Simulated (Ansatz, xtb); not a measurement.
## Relative energy of two isomers of C2H7NOSi2

We compare I, `C#C[SiH2]O[SiH2]N`, a singlet, with II, `C#C[Si@H](O)N[SiH3]`, a singlet. Both are isolated molecules in the gas phase, relaxed with PBE0-D3(BJ)/def2-SVP; each stands in its lowest conformer found.

Task: Estimate E(II) − E(I) at the level CCSD(T)/def2-SVP + ΔMP2/def2-TZVPP.

Result: Calculated at CCSD(T)/def2-SVP + ΔMP2/def2-TZVPP: E(II) − E(I) = +11.1 kcal/mol, so structure I lies lower.

Level by level:

| level | geometry | E(II) − E(I) (kcal/mol) | departure from the last row (kcal/mol) | job, with rough time for the two |
| --- | --- | --- | --- | --- |
| PBE0-D3(BJ)/def2-SVP | PBE0-D3(BJ)/def2-SVP | +9.7 | −1.4 | optimisation, 5.7 min |
| HF/def2-SVP | PBE0-D3(BJ)/def2-SVP | +12.5 | +1.4 | part of the CCSD(T) run |
| MP2/def2-SVP | PBE0-D3(BJ)/def2-SVP | +10.6 | −0.4 | part of the CCSD(T) run |
| CCSD(T)/def2-SVP | PBE0-D3(BJ)/def2-SVP | +10.7 | −0.4 | single point |
| CCSD(T)/def2-SVP + ΔMP2/def2-TZVPP | PBE0-D3(BJ)/def2-SVP | +11.1 |  | single point, 98 s |

As drawn, II has 1 N–Si, 1 O–H in place of 1 O–Si, 1 N–H.

The levels shown agree on the order. The largest departure from CCSD(T)/def2-SVP + ΔMP2/def2-TZVPP is that of PBE0-D3(BJ)/def2-SVP, 1.4 kcal/mol. Levels run at GFN2-xTB geometries aren't shown. The last row adds to CCSD(T) the change of the MP2 difference between the two basis sets, here +0.4 kcal/mol.

With thermal terms from frequencies at re-optimised GFN2-xTB minima (ideal gas, soft modes damped towards free rotors, one conformer each, 298.15 K, 1 atm): the zero-point term adds −0.3 kcal/mol; ΔH is +10.7 and ΔG +11.3 kcal/mol.

The correlated steps freeze 14 core orbitals. Mirror images aren't counted in ΔG. Codes used: Ansatz 0.2.0, xtb 6.7.1; the last row on 2 threads of Intel(R) Xeon(R) Processor @ 2.70GHz on a shared host.
